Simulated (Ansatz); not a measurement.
Geometry optimisation, RKS B3LYP-D4/def2-SVP (Ansatz 0.2.0).

Input file:

```yaml
crystal:
  periodic: [false, false, false]
  atoms:
    - { symbol: W, position_ang: [0.0, 0.0, 0.0] }
    - { symbol: Cl, position_ang: [1.1194, 0.0, 2.3356] }
    - { symbol: H, position_ang: [1.8219, 0.0, 0.6057] }
    - { symbol: Cl, position_ang: [0.0, 2.39, 0.0] }
    - { symbol: H, position_ang: [-1.72, 0.0, 0.0] }
    - { symbol: H, position_ang: [0.0, -1.72, 0.0] }
    - { symbol: O, position_ang: [0.0, 0.0, -1.94] }
    - { symbol: H, position_ang: [0.5278, 0.7924, -2.2771] }
basis:
  gaussian: { orbitals: def2-SVP }
hamiltonian:
  xc: b3lyp
  dispersion: d4
relax:
  f_tol: 0.15
  max_steps: 25
  restrain:
    - { distance: [1, 2], at: 1.37, k: 30.0 }
    - { distance: [0, 1], at: 3.59, k: 30.0 }
    - { distance: [0, 2], at: 2.92, k: 30.0 }
output:
  orbitals: {}
```

Run as:

```bash
$ ansatz run input.yaml --threads 2 --pin off --max-ram 3072MiB --backend cpu --events-out ev --progress --plain --runs-dir out
```

Problem. Where does it end, and by what steps?

Solution. The forces met the threshold. The restraints hold the end off the free minimum. After 17 steps the energy has fallen by 2.670 eV (the restraints' own energy left out); H6 moved furthest, 1.74 Å. Parted: W1–Cl2 (2.59 → 3.60 Å), W1–H3 (1.92 → 2.92 Å). Joined: Cl2–H3 (1.87 → 1.34 Å).

```
step  energy less start (eV)  largest force component (eV/Å)  accepted
   0                  0.0000                           4.020       yes
   1                 -0.0015                           3.130       yes
   2                  0.3695                           5.367       yes
   3                 -0.2433                           6.541       yes
   4                 -1.6894                           2.195       yes
   5                 -2.0950                           0.979       yes
   6                 -2.2989                           0.924       yes
   7                 -2.3739                           1.349       yes
   8                 -2.4667                           1.166       yes
   9                 -2.5057                           1.134       yes
  10                 -2.5575                           0.904       yes
  11                 -2.5595                           1.175       yes
  12                 -2.6051                           0.771       yes
  13                 -2.6211                           0.787       yes
  14                 -2.6305                           0.871       yes
  15                 -2.6613                           0.805       yes
  16                 -2.6571                           0.725        no
  17                 -2.6700                           0.757       yes
```

```xyz
8
Properties=species:S:1:pos:R:3
W -0.011 0.575 -0.629
Cl 0.948 -0.090 2.772
H 1.029 -0.865 1.686
Cl 0.125 2.598 0.376
H -0.971 -0.462 0.282
H 1.215 -0.479 -0.143
O -0.273 -0.008 -2.338
H -0.313 0.194 -3.282
```

Run time: 2.1 min on 2 threads of Intel(R) Xeon(R) Platinum 8175M CPU @ 2.50GHz (Skylake/Cascade Lake), on a shared host, peak memory 0.25 GiB.
